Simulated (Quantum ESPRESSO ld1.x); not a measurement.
Species: S9+. Configuration: [He] 2s2 2p3.

Calculated with ld1.x of Quantum ESPRESSO 7.5: non-relativistic Kohn-Sham, PW91, spin-unpolarised, spherical densities, point nucleus.

Energy parts (hartree):
part                    energy
total                 -351.069
kinetic                350.826
electron-nucleus      -761.494
Hartree                 77.445
exchange-correlation   -17.846

Orbitals (lengths in bohr, moments of r in powers of bohr; <r^-3> diverges for s and p1/2; r(max) is where P^2 peaks):
\begin{tabular}{lrrrrrr}
orbital & occ. & eigenvalue (hartree) & r(max) & <r^-3> & <r^4> & <r^2> \\ \hline
1s & 2 & -99.6397 & 0.064 & - & 0.0004096 & 0.01264 \\
2s & 2 & -16.8768 & 0.372 & - & 0.09105 & 0.2305 \\
2p & 3 & -15.2279 & 0.302 & 100.5 & 0.06996 & 0.1879 \\
3s & 0 & -6.2032 & 1.05 & - & 2.929 & 1.416 \\
3p & 0 & -5.7206 & 1.04 & 22.34 & 2.979 & 1.403 \\
\end{tabular}

The highest occupied level is 2p at -414.37 eV. Summed over all electrons, <r^2> = 1.050 bohr^2, which gives a Langevin (diamagnetic) susceptibility term of -0.831 x 10^-6 cm^3/mol.
